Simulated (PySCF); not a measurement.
**Broadened absorption spectrum of C6H6N2O**

C6H6N2O.
SMILES: `[H]/N=C\c1cccc[n+]1[O-]`

Theory: PySCF 2.14.0, density-fitted response routines, TDDFT wB97X-D/def2-SVPD, vertical, gas phase, core orbitals frozen in the response. The structure is a single GFN2-xTB conformer in the gas phase; no vibrational or solvent corrections. Torsions of this conformer, `[H]/[N:1]=[CH:2]\[c:3]1[cH:4][cH:5][cH:6][cH:7][n+:8]1[O-:9]`: N1–C2–C3–C4 180°.

Each state is given a Gaussian of 0.3 eV full width at half maximum, with ε(max) = 2.175×10⁸ f / Δν̃ (Δν̃ the width in cm⁻¹). The width is an assumption, not a result. The curve ends short of the highest state used, and states not computed would add to its high-energy end.

```csv
E (eV),ε (L mol⁻¹ cm⁻¹)
3.26,0
3.37,3
3.48,21
3.59,68
3.70,102
3.81,76
3.92,82
4.04,575
4.15,2149
4.26,3833
4.37,3256
4.48,1462
4.59,1349
4.70,3773
4.81,6161
4.93,4554
5.04,1589
5.15,278
5.26,77
5.37,257
5.48,2274
5.59,13021
5.71,38267
5.82,47211
```

Task: Locate the maxima and give the states behind the curve.

Result: 334 nm (3.71 eV), ε about 100, made up of S1 (100%); 289 nm (4.29 eV), ε about 3900, made up of S2 (100%); 257 nm (4.83 eV), ε about 6200, made up of S4 (99%); 214 nm (5.80 eV), ε about 48000, made up of S6 (100%) (ε in L mol⁻¹ cm⁻¹; maxima over ε = 5, shares over 10%). The states used: S1 3.71 eV (f 0.0011); S2 4.29 eV (f 0.044); S3 4.69 eV (f 0.0007); S4 4.83 eV (f 0.069); S5 5.38 eV (f 0.0009); S6 5.80 eV (f 0.535); S7 6.41 eV (f 0.255); S8 6.42 eV (f 0.0037).

Task: On this curve, what absorbance would a 10⁻³ mol/L sample give at 365 nm over a 1 cm path?

Result: 365 nm is 3.397 eV, where ε is about 5.5 L mol⁻¹ cm⁻¹, so A = ε c l ≈ 0.0055 (Beer–Lambert, with the gas-phase spectrum and the assumed width).

Task: Coming from long wavelengths, where does ε first pass 100 L mol⁻¹ cm⁻¹?

Result: At about 337 nm (3.68 eV), 0.03 eV below S1.

Task: What would ε be at 5.80 eV, the highest of these maxima, with half the width (0.15 eV)?

Result: About 95900 L mol⁻¹ cm⁻¹ against 48100, a factor of about 2.00; a lone state at its own centre would give exactly 2.
